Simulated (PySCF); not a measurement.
# Spinor energies of Ne³⁺ (neon, charge +3)

Start: [He] 2s1 2p4; 2s1/2 filled at m_j = +1/2; 2p1/2 filled at m_j = +1/2; 2p3/2 filled at m_j = -1/2, +1/2, +3/2. Calculated with PySCF 2.14 in x2c-TZVPall-2c: generalised Hartree-Fock with the X2C-1e Hamiltonian and a Gaussian nucleus; one run each with spin-orbit coupling (SO) switched off, then screened by Boettger's factors. This is a chosen level, not necessarily the ground level.

```
spinor shell  electrons  ε, spin-free (eV)  ε, screened SO (eV)  weight of nominal j (screened SO)  rms radius, screened SO (bohr)
       1s1/2          2            -973.73              -973.71                              1.000                           0.182
       2s1/2          1            -126.47              -126.47                              1.000                           0.852
       2p3/2          3            -94.338              -97.601                              0.663                           0.834
       2p1/2          1            -94.338              -84.570                              0.662                           0.872
```

| quantity | spin-free | screened SO |
| --- | --- | --- |
| E (hartree) | -123.39719 | -123.39884 |
| M_J | 5/2 | 5/2 |
| ⟨J²⟩ | 8.752 | 8.752 |
| ⟨L²⟩ | 2.001 | 2.001 |
| ⟨S²⟩ | 3.752 | 3.752 |

Each row is a mean over spinors that exchange with the open shell spreads, by up to 7.718 eV (1s1/2).

Rows whose weight is well below 1 are mixtures of j = l ± 1/2: exchange outweighs spin-orbit coupling there, and the label is only the starting occupation.

Without spin-orbit coupling the j labels of p, d and f shells carry no meaning; the spin-free column gives the mean over the occupied spinors of each nl shell.
